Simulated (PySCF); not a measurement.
Species: C8H9O (doublet state).
Geometry (GFN2-xTB, Å), atoms numbered from 1 in this order:
```
atom  x, y, z in Å
C1     3.345   -0.112   -0.810
C2     2.157   -0.148   -0.145
C3     1.749   -0.906    0.977
C4     0.429   -0.549    1.241
C5     0.074    0.399    0.305
C6    -1.222    1.094    0.072
C7    -2.127    0.209   -0.742
C8    -3.281   -0.264   -0.315
O9     1.104    0.641   -0.535
H10    4.158   -0.734   -0.491
H11    3.488    0.534   -1.654
H12    2.358   -1.611    1.503
H13   -0.203   -0.924    2.021
H14   -1.028    2.019   -0.476
H15   -1.693    1.329    1.028
H16   -1.754   -0.044   -1.725
H17   -3.897   -0.902   -0.926
H18   -3.666   -0.026    0.663
```

The hyperfine couplings belong to this conformer and change with its torsions.

The species is `[CH2]c1ccc(CC=C)o1` [radical].

Level of theory: UKS B3LYP, pcH-1 on C H O, non-relativistic, mean-field spin-orbit, GIAO in PySCF 2.14.0. Isolated species at its GFN2-xTB geometry (one conformer only). Couplings are sensitive to structure, and on GFN2-xTB geometries they can be far from those on DFT ones. Stability of the SCF solution: not tested. ⟨S²⟩ is 0.776 where a pure state has 0.75.

(1) Predict the first-order ENDOR lines of H11, H10, H12, H14/H15, H13, H16 and H18 under fast tumbling at B = 1220.0 mT (Q band).

(2) Which pairs are centred on the nuclear Larmor frequency, and which on half the coupling?

(3) At what field would the lower line of H10 fall to zero frequency?

## Answers

(1) ν± = |νn ± a/2|, one line for each electron-spin manifold; νn = |g_N| × 7.62259 MHz/T × B.

| nuclei | isotope | g_N | νn (MHz) | a_iso (MHz) | lower line (MHz) | upper line (MHz) |
| --- | --- | --- | --- | --- | --- | --- |
| H11 | 1H | 5.5857 | 51.94 | -38.03 | 32.93 | 70.96 |
| H10 | 1H | 5.5857 | 51.94 | -37.16 | 33.36 | 70.53 |
| H12 | 1H | 5.5857 | 51.94 | -26.00 | 38.94 | 64.95 |
| H14/H15 | 1H | 5.5857 | 51.94 | 12.28 | 45.80 | 58.08 |
| H13 | 1H | 5.5857 | 51.94 | 4.98 | 49.45 | 54.44 |
| H16 | 1H | 5.5857 | 51.94 | -0.88 | 51.51 | 52.38 |
| H18 | 1H | 5.5857 | 51.94 | -0.77 | 51.56 | 52.33 |

(2) Centred on νn, since |a| < 2νn: H11, H10, H12, H14/H15, H13, H16 and H18. No pair has |a| > 2νn.

(3) Where νn = |a|/2, that is B = 18.58 MHz/(5.5857 × 7.62259 MHz/T) = 436 mT, as far as first order holds there.

Nuclei that the bonding pattern makes equivalent are averaged, as if the motion that swaps them (rotation, inversion, ring flip) were fast. H10 and H11 aren't averaged: C1 is flat or nearly so (angle sum 360°), and its turn about the short C1–C2 bond (1.36 Å) is taken as slow. The 1H value of +12.3 MHz is a mean of couplings from 9.0 to 15.6 MHz in this one geometry, not an average over conformers.
